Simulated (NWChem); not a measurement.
Species: GeH4S2; SMILES [SH][GeH2][SH]

```xyz
7

Ge     0.0000     0.0000    -0.5965
S      1.8486     0.0479     0.6437
S     -1.8486    -0.0479     0.6437
H      0.0865     1.2727    -1.4527
H     -0.0865    -1.2727    -1.4527
H      1.5601    -1.0968     1.3007
H     -1.5601     1.0968     1.3007
```
Atoms are numbered in this order, from 1.

Level: PBE0/def2-SVP (NWChem), optimised geometry, unscaled harmonic frequencies. 

Question: List the harmonic frequencies with IR intensities, and the thermochemistry.

Answer: 
```
frequency (cm⁻¹)  IR intensity (km/mol)
----------------  ---------------------
114                                 0.0
186                                35.6
220                                32.6
393                                13.5
415                                50.2
439                                18.8
607                                 2.1
707                                51.7
796                                 4.4
810                                97.9
856                                74.2
2167                               81.1
2176                              100.4
2719                                1.0
2719                                0.3
```

| Property | Value |
|---|---|
| zero-point energy | 21.9 kcal/mol |
| thermal correction to the enthalpy at 298.15 K (with zero-point energy) | 26.3 kcal/mol |
| heat capacity Cv | 19.6 cal/(mol K) |
| entropy at 298.15 K and 1 atm (symmetry number 2) | 77.6 cal/(mol K) |
| dipole moment | 0.18 D |

Rigid rotor and harmonic oscillator.
